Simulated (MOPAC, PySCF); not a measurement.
C3H9Al, SMILES `[CH3][Al]([CH3])[CH3]`, neutral singlet in the gas phase. 

Cartesian coordinates (Å):
```xyz
13

C     -1.4146    -1.3179     0.0480
Al     0.0001     0.0002    -0.2260
C      1.8729    -0.5500    -0.1645
C     -0.4582     1.8681    -0.5652
H     -2.0717    -1.3723    -0.8248
H     -1.0389    -2.3237     0.2410
H     -2.0546    -1.0361     0.8889
H      2.5725     0.2806    -0.2676
H      2.1025    -1.0649     0.7725
H      2.0924    -1.2654    -0.9626
H     -0.0185     2.2164    -1.5040
H     -0.0511     2.5163     0.2163
H     -1.5329     2.0486    -0.6155
```
Charge 0, multiplicity 1.

All levels are single points at this geometry (CAM-B3LYP-D3(BJ)/def2-TZVP); Pople sets use spherical d functions. Orbital energies aren't observables, and empty levels follow the basis.

| level | HOMO (eV) | LUMO (eV) | gap (eV) | dipole (D) | vertical IE, Delta-SCF (eV) |
|---|---|---|---|---|---|
| CAM-B3LYP-D3(BJ)/def2-TZVP in PySCF | -8.93 | 0.56 | 9.49 | 0.00 | 9.76 |
| TPSSh-D3(BJ)/def2-TZVP in PySCF | -6.87 | -0.64 | 6.23 | 0.00 | 9.39 |
| B3LYP/3-21G in PySCF | -7.10 | -0.40 | 6.70 | 0.00 | – |
| B3LYP/6-311+G** in PySCF | -7.35 | -0.64 | 6.72 | 0.00 | – |
| B3LYP/6-31G* in PySCF | -7.05 | -0.41 | 6.65 | 0.00 | 9.41 |
| B3LYP/LANL2DZ in PySCF | -7.17 | -0.38 | 6.79 | 0.01 | – |
| M06-2X/6-31G* in PySCF | -8.51 | 0.23 | 8.74 | 0.00 | – |
| SVWN5/6-31G* in PySCF | -6.03 | -1.13 | 4.91 | 0.00 | – |
| HF/STO-3G in PySCF | -8.73 | 9.00 | 17.73 | 0.00 | – |
| AM1 in MOPAC | -10.30 | -0.56 | 9.74 | 0.01 | – |
| PM3 in MOPAC | -10.15 | -1.46 | 8.69 | 0.01 | – |
| PM6 in MOPAC | -10.40 | 2.21 | 12.61 | 0.01 | – |
| PM7 in MOPAC | -10.31 | 1.29 | 11.61 | 0.01 | – |
